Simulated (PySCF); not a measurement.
Spin states of SnSe

Unrestricted PBE0; Sn cc-pVDZ-PP with ECP28, Se cc-pVDZ-PP with ECP10; scalar-relativistic core potentials (PySCF 2.14). Outer shells of the fragments: Sn 4d10 5s2 5p2; Se 3d10 4s2 4p4.

Followed along the bond (rough minima from three points):

| 2Ms+1 | unpaired | ⟨S²⟩ at the start | R at minimum (Å) | Te (eV) |
| --- | --- | --- | --- | --- |
| 1 | none | 0.00 | 2.34 | 0.00 |
| 3 | π ↑↑ | 2.01 | none in the scan | ≤ 1.97 |
| 5 | σ ↑, π ↑↑↑ | 6.01 | none in the scan | ≤ 4.38 |

Solutions found at the starting distance of 2.465 Å, counted from the lowest of them; the search is not exhaustive and high or unbound solutions are not listed, so other states can lie among these:

| 2Ms+1 | unpaired | term | E (eV) | ⟨S²⟩ | ⟨Lz²⟩ | μ (D) |
| --- | --- | --- | --- | --- | --- | --- |
| 1 | none | ¹Σ⁺ | 0.00 | 0.00 | 0.00 | -3.53 |
| 3 | π ↑↑ | mixed | 1.91 | 2.01 | 2.01 | -0.87 |
| 3 | π ↑↑ | mixed | 2.20 | 2.00 | 2.01 | -1.13 |
| 1 | π ↑↓ | mixed | 2.25 | 1.01 | 2.01 | -1.22 |
| 3 | σ ↑, π ↑ | ³Π | 2.53 | 2.01 | 1.01 | -2.74 |
| 1 | σ ↓, π ↑ | mixed | 2.76 | 1.02 | 1.01 | -2.62 |
| 5 | σ ↑, π ↑↑↑ | ⁵Π | 4.49 | 6.01 | 1.00 | 0.69 |
| 3 | σ ↑, π ↑ | ³Π | 4.86 | 2.00 | 1.02 | -0.76 |
| 5 | π ↑↑↑↑ | ⁵Σ⁺ | 4.98 | 6.01 | 0.00 | 4.13 |
| 1 | σ ↓, π ↑ | mixed | 5.01 | 1.01 | 1.01 | -0.80 |

A term symbol is given only where ⟨S²⟩ and ⟨Lz²⟩ are close to those of a pure state; real π, δ and φ orbitals otherwise mix terms. A positive dipole means Sn(−)Se(+).

Spin–orbit coupling is left out. Counting both spins, an empty level lies below a filled one in some of these solutions, because spin and occupation are held.
